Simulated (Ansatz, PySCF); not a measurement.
System: Cl₂Si, singlet: symmetric bend, bond length relaxed. Scanned: Cl-Si-Cl angle. Other coordinates (Si-Cl bond length) were minimised at PBE0/def2-TZVP.

Methods: RKS-PBE/cc-pVTZ = restricted PBE/cc-pVTZ run with Ansatz (a first-principles code); PBE0/cc-pVTZ (PySCF); CCSD(T) on RHF/cc-pVTZ, 15 core orbitals frozen (PySCF).

Energies relative to the lowest point of each profile, in mEh; the last columns give the difference from CCSD(T):

```tsv
a / °	RKS-PBE/cc-pVTZ	PBE0	CCSD(T)	RKS-PBE/cc-pVTZ − CCSD(T)	PBE0 − CCSD(T)
180	58.8	68.6	69.8	-10.9	-1.2
170	56.4	65.8	67.1	-10.7	-1.3
160	49.7	57.9	59.3	-9.6	-1.4
150	40.1	46.5	47.7	-7.6	-1.1
140	29.0	33.5	34.1	-5.2	-0.6
130	18.0	20.8	20.9	-2.9	-0.1
120	8.4	9.9	9.7	-1.2	0.2
110	1.9	2.4	2.2	-0.3	0.2
100	0.0	0.0	0.0	0.0	0.0
90	5.2	5.3	5.8	-0.5	-0.4
80	21.7	22.9	23.9	-2.2	-1.0
```

RKS-PBE/cc-pVTZ is furthest from CCSD(T) at 180 (-10.9 mEh, below); its mean absolute difference over the points is 4.6 mEh.

PBE0 is furthest from CCSD(T) at 160 (-1.4 mEh, below); its mean absolute difference over the points is 0.7 mEh.
